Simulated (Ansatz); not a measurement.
Cl₄Sb, charge +1, singlet, at a GFN2-xTB geometry (core potentials on Sb); B3LYP/def2-SVP run with Ansatz (a program for electronic structure).

Here is a job for Ansatz.
Ansatz 0.2 input:
```yaml
crystal:
  periodic: [false, false, false]
  atoms:
    - {symbol: Sb, position_ang: [-0.00000000, -0.00000000, 0.00000000]}
    - {symbol: Cl, position_ang: [1.84740184, -0.63968342, -1.20239968]}
    - {symbol: Cl, position_ang: [0.62122222, 0.48888872, 2.15474458]}
    - {symbol: Cl, position_ang: [-0.93603228, 1.85924544, -0.96690403]}
    - {symbol: Cl, position_ang: [-1.53259177, -1.70845074, 0.01455913]}
basis:
  gaussian:
    orbitals: def2-SVP
hamiltonian:
  xc: b3lyp
total_charge: 1
scf: {lower_state_search: full}
```

Question: Predict the main parts of the log of this Ansatz run.

Answer: 
```
Functional definition: B3LYP
966 factors; integrals over basis functions are off by at most 2.7e-4 eV
mean field evaluation 1: about -56607.1902 eV, gradient 3.1e1 eV
mean field evaluation 2: about -56607.2865 eV, gradient 3.1e1 eV
mean field evaluation 4: about -56609.7556 eV, gradient 5.1e0 eV
mean field evaluation 8: about -56609.8219 eV, gradient 1.7e-2 eV
mean field -56609.82193533 eV, -2080.3725846080 hartree, gradient 7.7e-5 eV, S^2 0.000000; 0 other end points of the search recorded, 0 dependent functions left out
reference -56609.82217728 eV, -2080.3725934992 hartree; 45, 45 occupied and 53, 53 virtual orbitals, 966 factors
Total energy: -56609.82217728 eV, -2080.3725934992 hartree
```
